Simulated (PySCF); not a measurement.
Compound: C5H7ClO2.
SMILES: `C/C=C(\Cl)C(=O)OC`

The closed-shell SCF was solved with PySCF and density fitting under several settings on one GFN2-xTB geometry (grid level 2 and gas phase unless stated).

```csv
settings,basis functions,SCF cycles,E (Eh),HOMO (eV),LUMO (eV),dipole (D)
BP86/IGLO-II,231,17,-805.4957,-6.27,-2.29,0.40
"WP04/pcseg-1, level shift 0.2 Eh",151,12,-817.2289,-8.61,-3.53,0.41
```

Estimate the row for these settings: PBE/6-31++G**.

```json
{"settings": "PBE/6-31++G**", "basis functions": "190", "SCF cycles": "16", "E (Eh)": "-804.7802", "HOMO (eV)": "-6.25", "LUMO (eV)": "-2.27", "dipole (D)": "0.36"}
```

Over all rows, what range does the HOMO–LUMO gap span?

From 3.98 eV to 5.08 eV.

Whole jobs, the steps after the SCF included, on Intel Xeon at 2.50 GHz, one thread (shared host):

```csv
settings,work after the SCF,wall time,peak memory
BP86/IGLO-II,shieldings,1.8 min,0.76 GiB
"WP04/pcseg-1, level shift 0.2 Eh","shieldings, charges and field gradients",56 s,0.77 GiB
PBE/6-31++G**,"shieldings, charges and field gradients",2.0 min,0.71 GiB
```

Cycle counts include a coarse-grid stage where the run had one. All basis functions are spherical, in the Pople sets too. WP04 was designed for NMR shieldings or shifts; total energies of different functionals aren't comparable.

Conformer computed: `[CH3:1]/[CH:2]=[C:3](\[Cl:4])[C:5](=[O:6])[O:7][CH3:8]`: C2–C3–C5–O6 0°, C3–C5–O7–C8 180°.

One conformer stands for the species.
